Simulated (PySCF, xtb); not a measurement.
C₃H₆FNSi, SMILES F[Si@H]1C=CCN1. Other conformers were not sampled.

Harmonic wavenumbers (cm⁻¹) from xtb 6.7.1 with GFN2-xTB at its own minimum, in rising order: 106, 165, 224, 358, 374, 467, 569, 672, 693, 714, 760, 843, 890, 910, 966, 976, 1094, 1137, 1152, 1243, 1288, 1355, 1467, 1646, 2323, 2844, 2893, 3065, 3111, 3509.

Task: What does PySCF with PBE0-D3(BJ)/def2-SVP give at its own minimum? (Estimate from the structure and the level; the computed values follow.)

Result: 136, 202, 316, 370, 405, 522, 666, 686, 706, 791, 879, 888, 926, 942, 982, 1023, 1084, 1140, 1203, 1300, 1325, 1410, 1467, 1660, 2270, 2997, 3030, 3182, 3234, 3701. Paired by order, the mean absolute difference is 59 cm⁻¹ and the zero-point energies are 54.1 and 56.4 kcal/mol.
